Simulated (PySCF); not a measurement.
## Iridium: a sound run and one with changed settings

Sound run: Ir [Xe] 4f14 5d7 6s2, Ir⁺ [Xe] 4f14 5d7 6s1. Calculation: PySCF 2.14, in cc-pVDZ-PP with ECP60MDF; a scalar-relativistic core potential. The sound run starts from symmetry-adapted Hartree-Fock orbitals and uses a fine grid where one is needed.

Changed run: radial step 0.5 in ln r (0.13 in the sound run). This setting is unsound on purpose.

| species | method | sound run (hartree) | changed run (hartree) | converged |
| --- | --- | --- | --- | --- |
| Ir | UHF | -103.62220 | -103.62220 | yes |
| Ir | B3LYP | -104.44985 | -104.43296 | yes |
| Ir | BP86 | -104.53083 | -104.53165 | yes |
| Ir⁺ | UHF | -103.36128 | -103.36128 | yes |
| Ir⁺ | B3LYP | -104.11602 | -104.09839 | yes |
| Ir⁺ | BP86 | -104.19370 | -104.19299 | yes |

Ionisation energy of Ir:

| method | sound run (eV) | changed run (eV) |
| --- | --- | --- |
| UHF | 7.100 | 7.100 |
| B3LYP | 9.084 | 9.104 |
| BP86 | 9.174 | 9.215 |

A coarse radial grid mis-integrates the density and the exchange-correlation energy, with errors of either sign; Hartree-Fock needs no grid.

For comparison, NIST gives 8.967 eV between the lowest levels.
